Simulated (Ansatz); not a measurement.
Total energies of Si4⁻ from Ansatz at r2SCAN-D4/def2-TZVPD, gas phase (1 Eh = 27.2114 eV = 2625.5 kJ/mol). The reference geometry is relaxed at B3LYP-D4/def2-TZVPD.

```xyz
4

Si    1.583    0.600   -1.061
Si    0.242    0.812    0.820
Si   -0.242   -0.812   -0.820
Si   -1.583   -0.601    1.062
```

| state | geometry | energy (Eh) |
| --- | --- | --- |
| charge -1 doublet | reference | -1157.90346 |
| charge 0 singlet | reference | -1157.81691 |
| charge -1 quartet | relaxed at B3LYP-D4/def2-TZVPD | -1157.85232 |

Work out the vertical ionisation energy to the singlet.

E(charge 0 singlet) − E(charge -1 doublet) = -1157.81691 − (-1157.90346) = 0.08655 Eh = 2.36 eV. For comparison, −ε of the highest occupied level of the spin that leaves is 0.20 eV at this level, 2.16 eV less.

Which of the charge -1 states is lowest, and how far above it are the others?

The doublet. quartet: -1157.85232 − (-1157.90346) = 0.05114 Eh = 134.3 kJ/mol. The quartet differs in its bonds from the reference.

The restricted singlet is unstable towards broken spin symmetry in Hartree–Fock (as tested in another run); at r2SCAN-D4/def2-TZVPD this wasn't settled. At r2SCAN-D4/def2-TZVPD the highest occupied level of the charge -1 quartet lies above zero (up to 0.11 eV). It is a level of α spin, whose loss leaves a triplet; that state wasn't run at this geometry and level. The electron is either unbound and held by the finite basis, or the level is raised by self-interaction error. 

The structure comes from a short search, and lower isomers may exist.
